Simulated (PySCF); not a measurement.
# Excitation energy of F²⁺ by level of theory

F²⁺ [He] 2s2 2p3 (4S) → F²⁺ [He] 2s1 2p3 3d1 (6D), as a difference of total energies. Calculation: PySCF 2.14, in dyall-av2z (11s7p2d, 42 functions); the non-relativistic Hamiltonian (point nucleus). Correlated levels: valence: 1s2 frozen; virtual orbitals above 40 to 60 times the deepest correlated orbital energy dropped. The calculations carry no spin-orbit coupling.

```tsv
method	excitation energy (cm⁻¹)
UHF	499820
LDA	511090
PBE	509840
PBE0	511030
r2SCAN	507280
M06-L	510450
BHandHLYP	521720
wB97X	509450
MN15	510650
MP2 (valence)	512900
SCS-MP2 (valence)	515860
```

The upper state lies above the first ionisation limit, but in LS coupling its spin forbids autoionisation to the ground ion. A Rydberg-like electron needs more diffuse functions than a valence basis has.

The promoted electron is Rydberg-like, and one or two diffuse shells describe it only roughly, which tends to raise the upper state.
